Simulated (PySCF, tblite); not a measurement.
Species: C6H15PSi.
Atom-mapped SMILES: `[CH3:1]/[C:2]([SiH3:3])=[P:4]\[C:5]([CH3:6])([CH3:7])[CH3:8]` (hydrogens: H9, H10, H11 on C1; H12, H13, H14 on Si3; H15, H16, H17 on C6; H18, H19, H20 on C7; H21, H22, H23 on C8)

Computed geometry: GFN2-xTB, gas phase.

(1) Give the optimised bond lengths and angles.

## Answers

(1) 
```tsv
bond	length (Å)	order
C1–C2	1.496	single
C2–Si3	1.893	single
C2=P4	1.683	double
P4–C5	1.919	single
C5–C6, C5–C7, C5–C8	1.530	single
C1–H9, C1–H10, C1–H11	1.090	single
Si3–H12, Si3–H13	1.468	single
Si3–H14	1.459	single
C6–H15 and 8 like bonds	1.089	single
```

Bonds in one row agree within 0.01 Å and their mean is given. Orders are formal, as drawn. A selection of angles:
```tsv
angle	degrees
C1–C2–Si3	114.5
C1–C2–P4	131.0
Si3–C2–P4	114.5
C2–P4–C5	111.0
P4–C5–C6	111.7
P4–C5–C7	103.8
C6–C5–C7	108.6
C6–C5–C8	111.9
C7–C5–C8	108.4
```

Dihedral angles: C1–C2–P4–C5 0° (synperiplanar); C2–P4–C5–C6 -68° (synclinal). The mirror-image conformer, all signs reversed, is as good.

Of the pairs four or more bonds apart, H10···H17 is among the closest relative to their van der Waals radii: 2.02 Å, 84 % of the sum of Bondi's values. P4 (phosphorus bonded to 2 C) is bent (angle 111.0°). The 4 C–C bonds span 1.496 Å (C1–C2, drawn single) to 1.535 Å (C5–C7, drawn single), a spread of 0.039 Å. The 2 C–P bonds span 1.683 Å (C2=P4, drawn double) to 1.919 Å (P4–C5, drawn single), a spread of 0.236 Å. Si3 (SiH3 silicon) is tetrahedral (angles from 107.5° to 110.9°).

Its GFN2-xTB frequencies are all real (lowest 39 cm⁻¹). 2 starts were optimised and ended at 0.00 and 0.85 kcal/mol (GFN2-xTB); the lowest of these is shown.
